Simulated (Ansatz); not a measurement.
A structure relaxed at B3LYP-D4/def2-SVP in Ansatz, charge 1, singlet:

```csv
atom,x (Å),y (Å),z (Å)
Nb1,0.945,0.207,-0.563
Nb2,0.245,-1.946,0.323
Nb3,-1.254,0.551,0.553
S4,-0.688,2.052,-1.348
S5,0.313,2.482,0.489
S6,-1.844,-1.540,1.364
S7,2.282,-1.806,-0.817
```

Q: Give its formula and point group.

A: the cluster Nb3S4⁺. Point group Cs (tolerance 0.1 Å).

Q: Summarise the bond lengths by kind (pairs closer than 1.2 times the sum of covalent radii, bridged metal pairs left out).

A: 8 × Nb–S 2.32 to 2.59 Å; 1 × S–S 2.14 Å.

In the def2 sets Nb takes a core potential; there is no spin–orbit coupling. The restricted singlet is unstable towards broken spin symmetry at other levels; at B3LYP-D4/def2-SVP this wasn't settled. The relaxation made no stability test and no search for a lower SCF solution. No other spin state of charge 1 was run. Another isomer (singlet) lies 2.88 eV lower at PBE0-D4/def2-TZVP; other spin states weren't run for this one.
